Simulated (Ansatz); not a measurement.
System: C2H7BN, net charge 0, doublet state. It need not be the lowest isomer of its formula. 
Structure (B3LYP-D3(BJ)/def2-TZVP (Ansatz, an electronic-structure program) minimum search):
```xyz
11

B      0.0407     0.0291     0.0031
C      1.5629    -0.1936     0.0177
C     -0.9731    -1.1792    -0.1110
N     -0.4454     1.3482     0.0944
H      2.0140    -1.1779    -0.0485
H      2.2841     0.6157     0.0950
H     -2.0233    -0.8768    -0.1097
H     -0.7950    -1.7507    -1.0274
H     -0.8314    -1.8846     0.7139
H     -1.4261     1.5738     0.0913
H      0.1528     2.1545     0.1689
```
Charge 0, spin multiplicity 2.

Computed values are from Ansatz. Correlated levels leave the core frozen unless marked. Open shells are spin-unrestricted. Spin-orbit coupling is left out. Non-relativistic. Basis-set limits of correlation are two-point, X^-3; Hartree-Fock from the larger set. [CCSD(T)-MP2]/basis is that difference in the basis named.

| Quantity | Value |
|---|---|
| atomisation energy De | 4205.6 kJ/mol at RI-MP2/CBS(cc-pVTZ,cc-pVQZ)+[CCSD(T)-MP2]/cc-pVTZ |
| total energy | -159.8197 Eh at RI-MP2/CBS(cc-pVTZ,cc-pVQZ)+[CCSD(T)-MP2]/cc-pVTZ |
| dipole moment | 1.29 D at CCSD(T)/aug-cc-pVDZ |
| T1 diagnostic | 0.013 at CCSD/cc-pVTZ |
